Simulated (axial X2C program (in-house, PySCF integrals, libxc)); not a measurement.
Spin–orbit effects down a group: molecules with Li, PBE0

Calculated with an in-house relativistic program for diatomic molecules, spin-free (one-electron X2C) or two-component (2c: spin–orbit coupling with atomic mean-field Coulomb and Gaunt terms, which also bring small scalar terms), in Dyall basis sets with cores contracted in-house; open shells are unrestricted.

Basis sets: Co dyall-cv3z, Ir dyall-cv3z, Li dyall-cv3z, Rh dyall-cv3z.

```
molecule  spin-free state  Re (Å)  ωe (cm⁻¹)  De (eV)  2c state  Re 2c (Å)  ωe 2c (cm⁻¹)  De 2c (eV)
    LiCo   M_S = 1, Λ = 2   2.355      366.0     1.23     Ω = 3      2.355         365.9         n/a
    LiRh   M_S = 1, Λ = 2   2.387      366.7     1.56     Ω = 3      2.390         367.0         n/a
    LiIr   M_S = 1, Λ = 2   2.326      452.1     2.34     Ω = 3      2.329         451.4        2.26
```

(1) Work out the shifts from the spin-free to the two-component result.

Each entry is the lowest single determinant of a limited PBE0 search at one distance. De goes to single-determinant-based atoms at the same level (for ions the charge split of lowest energy) and is withheld (n/a) where an atom does not fit its ground term or J level. Main or longest-lived isotopes. One determinant is a doubtful description, or other states lie close, for LiCo, LiRh, LiIr; these need not be ground states, and all values refer to the states named. With several unpaired electrons the Ω given is that of one determinant, not necessarily of the lowest component. The functionals have no current term, which raises determinants with orbital currents.

Results:

(1) 

```
molecule  2c state  ΔRe (Å)  Δωe (cm⁻¹)  ΔDe (eV)
    LiCo     Ω = 3    0.000        -0.1       n/a
    LiRh     Ω = 3    0.003         0.3       n/a
    LiIr     Ω = 3    0.003        -0.7     -0.08
```

Shifts of one unit in the last digit are rounding.
